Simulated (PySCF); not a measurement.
Input file for PySCF: R-BP86/LANL2DZ on GeH3I (SMILES [GeH3][I]), a point of a bond scan (R = 1.686 Å).

```python
from pyscf import gto, scf, dft, mp
from pyscf.data.elements import chemcore

mol = gto.M(
    atom='''
    Ge   -1.51348008   -0.02835708   -0.00004782
    I     1.02558411    0.01921569    0.00003240
    H    -1.99562239   -1.39104881   -0.86871258
    H    -1.97362434   -0.10568289    1.46032032
    H    -1.99917948    1.26184539   -0.67076445
    ''',
    basis='lanl2dz',
    ecp={'Ge': 'lanl2dz', 'I': 'lanl2dz'},
    charge=0, spin=0, verbose=3, max_memory=1800)
mf = dft.RKS(mol, xc='b88,p86')
mf.conv_tol = 1e-8
mf.max_cycle = 100
mf.kernel()
if not mf.converged:
    mf = mf.newton().run(mf.mo_coeff, mf.mo_occ)
```

The log:

```
converged SCF energy = -17.0172190612082
```

The calculation finished and met its thresholds.

Cost: roughly 1.6 core-seconds.
